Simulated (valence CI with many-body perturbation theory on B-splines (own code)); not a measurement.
**E1 line list for Ce XXVIII**

Computed by relativistic CI+MBPT: three valence electrons over a frozen Dirac-Fock core [Ar] 3d10, a basis of 11 s, 11 p, 9 d, 7 f, 5 g, 2 h, 1 i functions for each j, with the one-electron correlation potential Σ1 (screened to all orders), the two-electron term Σ2, the three-electron term Σ3, Breit, model QED; selected single and double excitations, second order for the rest (own B-spline code, finite nucleus).

The last digits are not significant, and no measured levels were compared; by estimate large intervals hold to a few tenths of a per cent, small ones and those within an open d or f shell to about a per cent.

Lines 101 to 150 of 286 in falling wavelength, among levels below 2495100 cm⁻¹, chosen from the strongest by gf and those to the six lowest levels. Wavelengths and rates use the calculated energies. Electric multipoles are in the length gauge, E1 and E2 with the static RPA response of the core. Weak lines are less certain than strong ones. Lines between different terms over intervals too small for the method are left out, as are lines whose strength nearly cancels. Where a level lies close to another of its J and parity, the split of strength between their lines is uncertain. The highest levels of a list are the least certain.

Levels are named by their leading jj configuration (3d3/2^4 stands for four electrons in 3d with j = 3/2), which in mixed levels can hold well under half, so a name can repeat and another be missing. Letters in brackets count levels of one name in rising energy.

```csv
λ vac (nm),Upper,Lower,A (s⁻¹),S (a.u.)
12.92,(4s 4p3/2 4d3/2) J=3/2 [b],(4s 4p3/2^2) J=3/2,3.56e+10,1.51e-01
12.92,(4p1/2 4p3/2 4d5/2) J=5/2 [b],(4s 4p1/2 4d5/2) J=5/2 [a],2.01e+10,1.29e-01
12.87,(4p1/2 4p3/2 4d5/2) J=5/2 [a],(4s 4p1/2 4d3/2) J=5/2,2.98e+10,1.88e-01
12.82,(4p1/2^2 4d3/2) J=3/2,(4p1/2^2 4p3/2) J=3/2,1.80e+10,7.49e-02
12.82,(4p1/2 4p3/2 4d3/2) J=3/2 [a],(4p1/2 4p3/2^2) J=5/2,3.19e+10,1.32e-01
12.65,(4s 4p1/2 4d5/2) J=5/2 [a],(4s 4p1/2 4p3/2) J=3/2 [b],2.45e+09,1.47e-02
12.62,(4s 4p1/2 4d3/2) J=3/2 [b],(4s 4p1/2 4p3/2) J=3/2 [b],9.08e+09,3.60e-02
12.59,(4s 4p1/2 4d3/2) J=1/2,(4s 4p1/2 4p3/2) J=3/2 [b],3.68e+08,7.24e-04
12.58,(4s 4p3/2 4d5/2) J=3/2,(4s^2 4d3/2) J=3/2,2.58e+10,1.01e-01
12.55,(4s 4p1/2 4d3/2) J=5/2,(4s 4p1/2 4p3/2) J=5/2,2.72e+10,1.59e-01
12.55,(4s 4p3/2 4d3/2) J=3/2 [c],(4s^2 4d3/2) J=3/2,1.18e+11,4.60e-01
12.42,(4s 4p1/2 4d3/2) J=3/2 [a],(4s 4p1/2 4p3/2) J=3/2 [a],1.59e+10,6.03e-02
12.07,(4s 4p3/2 4d3/2) J=3/2 [a],(4s 4p3/2^2) J=5/2,3.15e+10,1.10e-01
12.06,(4s 4p3/2 4d3/2) J=7/2,(4s 4p3/2^2) J=5/2,1.94e+10,1.34e-01
11.92,(4s 4p1/2 4d3/2) J=5/2,(4s 4p1/2 4p3/2) J=3/2 [a],9.00e+09,4.52e-02
11.88,(4s 4p3/2 4d3/2) J=1/2 [b],(4s 4p3/2^2) J=3/2,4.68e+10,7.75e-02
11.87,(4p1/2^2 4d5/2) J=5/2,(4p1/2^2 4p3/2) J=3/2,4.59e+10,2.28e-01
11.87,(4p1/2 4p3/2^2) J=1/2,(4s 4p1/2 4p3/2) J=3/2 [a],1.85e+09,3.05e-03
11.78,(4p1/2 4p3/2 4d5/2) J=3/2 [a],(4p1/2 4p3/2^2) J=3/2,4.48e+10,1.44e-01
11.75,(4p1/2 4p3/2 4d5/2) J=5/2 [a],(4p1/2 4p3/2^2) J=3/2,2.81e+10,1.35e-01
11.69,(4s 4p1/2 4d5/2) J=3/2,(4s 4p1/2 4p3/2) J=1/2,1.41e+11,4.45e-01
11.68,(4s 4p1/2 4d5/2) J=5/2 [a],(4s 4p1/2 4p3/2) J=5/2,3.82e+10,1.80e-01
11.68,(4s 4p1/2 4d5/2) J=7/2,(4s 4p1/2 4p3/2) J=5/2,5.80e+10,3.65e-01
11.66,(4s 4p1/2 4d3/2) J=3/2 [b],(4s 4p1/2 4p3/2) J=5/2,4.72e+09,1.48e-02
11.66,(4s^2 4d3/2) J=3/2,(4s^2 4p3/2) J=3/2,8.87e+10,2.77e-01
11.62,(4s 4p1/2 4d5/2) J=5/2 [b],(4s 4p1/2 4p3/2) J=3/2 [b],1.29e+11,6.01e-01
11.61,(4p1/2 4p3/2 4d5/2) J=3/2 [b],(4p1/2 4p3/2^2) J=1/2,8.15e+10,2.52e-01
11.55,(4p3/2^2 4d5/2) J=1/2,(4p3/2^3) J=3/2,1.60e+11,2.43e-01
11.52,(4p1/2 4p3/2 4d5/2) J=1/2,(4p1/2 4p3/2^2) J=1/2,1.97e+11,2.98e-01
11.48,(4p3/2^2 4d3/2) J=3/2 [b],(4p3/2^3) J=3/2,6.03e+10,1.80e-01
11.48,(4p1/2 4p3/2 4d3/2) J=5/2 [b],(4p1/2 4p3/2^2) J=5/2,5.50e+10,2.46e-01
11.48,(4s 4p3/2 4d5/2) J=1/2,(4s 4p3/2^2) J=3/2,5.64e+10,8.42e-02
11.45,(4s 4p3/2 4d5/2) J=5/2 [a],(4s 4p3/2^2) J=5/2,1.59e+11,7.06e-01
11.44,(4p1/2 4p3/2 4d3/2) J=3/2 [b],(4p1/2 4p3/2^2) J=5/2,2.80e+10,8.27e-02
11.43,(4s 4p3/2 4d5/2) J=1/2,(4s 4p3/2^2) J=1/2,1.83e+11,2.70e-01
11.40,(4p1/2 4p3/2 4d5/2) J=7/2 [b],(4p1/2 4p3/2^2) J=5/2,8.02e+10,4.69e-01
11.37,(4p1/2 4p3/2 4d3/2) J=3/2 [b],(4p1/2 4p3/2^2) J=3/2,3.41e+10,9.89e-02
11.37,(4p3/2^2 4d5/2) J=9/2,(4s 4p1/2 4d5/2) J=7/2,1.30e+10,9.42e-02
11.36,(4s 4p1/2 4f7/2) J=7/2 [a],(4s 4p1/2 4d5/2) J=5/2 [a],2.26e+10,1.31e-01
11.31,(4s 4p1/2 4d5/2) J=3/2,(4s 4p1/2 4p3/2) J=3/2 [b],6.19e+10,1.77e-01
11.29,(4p3/2^2 4d5/2) J=7/2,(4s 4p1/2 4d5/2) J=7/2,1.18e+10,6.70e-02
11.25,(4s 4p1/2 4f5/2) J=7/2,(4s 4p1/2 4d5/2) J=5/2 [b],1.17e+11,6.60e-01
11.21,(4s 4p3/2 4d5/2) J=3/2,(4s 4p3/2^2) J=3/2,6.80e+10,1.89e-01
11.19,(4s 4p3/2 4d3/2) J=3/2 [c],(4s 4p3/2^2) J=3/2,1.20e+11,3.32e-01
11.18,(4s^2 4d5/2) J=5/2,(4s^2 4p3/2) J=3/2,2.29e+11,9.47e-01
11.17,(4p3/2^3) J=3/2,(4s 4p1/2 4p3/2) J=3/2 [b],3.77e+10,1.04e-01
11.16,(4s 4p3/2 4d5/2) J=3/2,(4s 4p3/2^2) J=1/2,8.92e+10,2.45e-01
11.14,(4s 4p1/2 4d5/2) J=5/2 [a],(4s 4p1/2 4p3/2) J=3/2 [a],1.38e+11,5.65e-01
11.14,(4s 4p3/2 4d3/2) J=3/2 [c],(4s 4p3/2^2) J=1/2,1.55e+11,4.24e-01
11.12,(4s 4p1/2 4d3/2) J=3/2 [b],(4s 4p1/2 4p3/2) J=3/2 [a],2.80e+10,7.60e-02
```
